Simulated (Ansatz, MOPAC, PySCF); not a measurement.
Pair of molecules: ammonia borane (SMILES [BH3-][NH3+]) (first 8 atoms) with C2H4 (SMILES C=C); geometry from B3LYP-D3(BJ)/def2-TZVP, rigid monomers moved along the line of their centres of mass till H8···C10 is 2.85 Å.
(charge 0, multiplicity 1):
```tsv
atom	x (Å)	y (Å)	z (Å)
B	-0.9288	0.2896	0.2984
N	0.6322	-0.1670	0.5701
H	-1.0445	1.3660	0.8388
H	-1.6066	-0.5736	0.8076
H	-1.0487	0.3436	-0.9028
H	1.2837	0.5043	0.1745
H	0.8265	-1.0724	0.1528
H	0.8125	-0.2327	1.5723
C	0.3026	0.5987	4.2569
C	-0.0918	-0.6688	4.2424
H	1.1333	0.9300	4.8691
H	-0.2051	1.3501	3.6633
H	-0.9319	-0.9872	3.6361
H	0.4010	-1.4254	4.8417
```

| level | interaction energy (kJ/mol) | cost |
|---|---|---|
| PM6 | -6.7 | - |
| HF/STO-3G (no counterpoise) | -5.5 | - |
| HF/6-31G* | -9.3 | - |
| HF/6-31G* (no counterpoise) | -12.9 | - |
| PBE-D4/def2-TZVPPD | -17.6 | ×1 |
| r2SCAN/def2-TZVPPD | -13.9 | ×2 |
| B3LYP/3-21G (no counterpoise) | -17.1 | - |
| B3LYP/6-311+G** (no counterpoise) | -9.8 | - |
| B3LYP-D4/def2-TZVPPD | -16.3 | ×1 |
| PBE0/def2-TZVPPD | -12.7 | ×1 |
| PBE0-D4/def2-TZVPPD | -17.2 | ×1 |
| M06-2X/6-31G* (no counterpoise) | -19.3 | - |
| wB97X-V/def2-TZVPPD | -16.1 | ×3 |
| MP2/aug-cc-pVDZ | -15.0 | ×1 |

The rows run from -19.3 (M06-2X/6-31G* (no counterpoise)) to -5.5 kJ/mol (HF/STO-3G (no counterpoise)). The dispersion term adds -4.6 in PBE0-D4. The 3 functionals in def2-TZVPPD without D3 or D4 span 3.5, from wB97X-V to PBE0.

Monomers are frozen at their geometry in the pair; levels with a basis set take the counterpoise correction. Rows marked so take none.

Correlated levels freeze the cores. Rows in 3-21G, 6-311+G**, 6-31G*, STO-3G carry no dispersion term and start afresh at each structure (6-31G* with six Cartesian d functions). The state reached by PM6 isn't checked.

Codes used: Ansatz (an electronic-structure program) with Gaussian orbitals; MOPAC for PM6 (differences of heats of formation); PySCF for 3-21G rows, 6-311+G** rows, 6-31G* rows, STO-3G rows, the dispersion terms. 

Costs are rough ratios of core time to PBE/def2-TZVPPD (about 19 s over the structures, on one shared machine); a dash marks a level with no comparable run of its own.
